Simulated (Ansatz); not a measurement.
Input file for Ansatz (a quantum-chemistry and plane-wave program): U-CCSD(T)/def2-SVP on F2Zn (SMILES [F][Zn][F]), a point of a bond scan (R = 4.699 Å).

Ansatz 0.2 input:
```yaml
crystal:
  periodic: [false, false, false]
  atoms:
    - {symbol: Zn, position_ang: [0.00000000, 0.00000000, 0.00000000]}
    - {symbol: F, position_ang: [0.00000000, 0.00000000, 4.69948616]}
    - {symbol: F, position_ang: [-0.00000000, -0.00000000, -1.74055043]}
basis:
  gaussian:
    orbitals: def2-SVP
correlation: {method: ccsd_t, electrons: outside_noble_gas}
scf: {omitted_lower_state_checks: [cluster_reference]}
magnetization: {spin_polarized: true, initial_magnetization: 0}
```

Output:

```
WARN ansatz: RAYON_NUM_THREADS=1 ignored (pool sized by the plan → 1); use --threads N
Functional definition: HF
these checks for a lower state are left out or cut short: cluster_reference
integrals: 0.04 GiB planned
554 factors; integrals over basis functions are off by at most 7.9e-4 eV
mean field: 0.17 GiB planned
mean field evaluation 1: about -53766.3612 eV, gradient 3.6e1 eV
mean field evaluation 2: about -53766.3663 eV, gradient 3.6e1 eV
mean field evaluation 4: about -53769.0419 eV, gradient 2.1e1 eV
mean field evaluation 8: about -53770.3910 eV, gradient 1.6e0 eV
mean field evaluation 16: about -53770.6942 eV, gradient 5.3e-2 eV
mean field evaluation 32: about -53775.1375 eV, gradient 8.0e-2 eV
mean field evaluation 64: about -53775.1148 eV, gradient 7.7e-1 eV
mean field evaluation 96: about -53767.0768 eV, gradient 1.4e0 eV
mean field evaluation 128: about -53775.1375 eV, gradient 2.9e-6 eV
mean field evaluation 160: about -53775.1375 eV, gradient 2.9e-6 eV
mean field evaluation 192: about -53775.1408 eV, gradient 2.8e-1 eV
mean field evaluation 224: about -53775.1411 eV, gradient 2.9e-2 eV
mean field evaluation 256: about -53769.1532 eV, gradient 1.1e0 eV
mean field evaluation 288: about -53770.2498 eV, gradient 7.5e-1 eV
mean field evaluation 320: about -53775.1404 eV, gradient 8.6e-3 eV
mean field -53775.14146135 eV, -1976.1999986047 hartree, gradient 1.6e-9 eV, S^2 1.005072; 20 other end points of the search recorded, 0 dependent functions left out
11 core orbitals not correlated
reference -53775.14146135 eV, -1976.1999986047 hartree; 13, 13 occupied and 35, 35 virtual orbitals, 554 factors
second order -16.57375664 eV of doubles, -0.00000000 eV of singles
coupled cluster: 0.18 GiB planned
cycle   1  -15.96115400 eV  change    6.1e-1 eV  update   9.4e-2
cycle   2  -16.31338066 eV  change   -3.5e-1 eV  update   3.0e-2
cycle   3  -16.39307893 eV  change   -8.0e-2 eV  update   1.7e-2
cycle   4  -16.38526403 eV  change    7.8e-3 eV  update   6.0e-3
cycle   5  -16.38139888 eV  change    3.9e-3 eV  update   3.5e-3
cycle   6  -16.38151200 eV  change   -1.1e-4 eV  update   1.3e-3
cycle   7  -16.38230484 eV  change   -7.9e-4 eV  update   5.4e-4
cycle   8  -16.38245127 eV  change   -1.5e-4 eV  update   1.8e-4
cycle   9  -16.38241743 eV  change    3.4e-5 eV  update   6.1e-5
cycle  10  -16.38240736 eV  change    1.0e-5 eV  update   1.9e-5
coupled cluster: 0.18 GiB planned
perturbative correction -0.27966626 eV, -0.0102775454 hartree
Total energy: -53791.80353497 eV, -1976.8123185162 hartree
Checks for a lower state left out: cluster_reference
```

The run converged. Its determinant has ⟨S²⟩ = 1.01, a mixture of spin states.

Cost: around 18 core-seconds (rough).
